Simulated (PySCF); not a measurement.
Species: BiH5Si.
Bonds: Si1–Bi2. Hydrogens: H3, H4, H5 on Si1; H6, H7 on Bi2.

Theory: PySCF, PBE0-D3(BJ)/def2-SVP geometry optimisation, gas phase, def2 core potentials past Kr.

(1) Give the optimised bond lengths and angles.

## Answers

(1) 
```tsv
bond	length (Å)	order
Si1–Bi2	2.673	single
Si1–H3, Si1–H4, Si1–H5	1.495	single
Bi2–H6, Bi2–H7	1.797	single
```

Bonds in one row agree within 0.01 Å and their mean is given. Orders are formal, as drawn. A selection of angles:
```tsv
angle	degrees
Bi2–Si1–H3	108.6
Bi2–Si1–H4	112.4
H3–Si1–H4	108.9
H3–Si1–H5	108.3
Si1–Bi2–H6	88.9
H6–Bi2–H7	90.2
```

Si1 (SiH3 silicon) is tetrahedral (angles from 108.3° to 112.4°). Bi2 (bismuth bonded to Si and 2 H) is pyramidal (angles 90.2°, 89.6° and 88.9°, sum 268.7°, 1.15 Å off the plane of its three neighbours).

No PBE0-D3(BJ)/def2-SVP frequencies stand behind this structure, so it isn't proved a minimum.
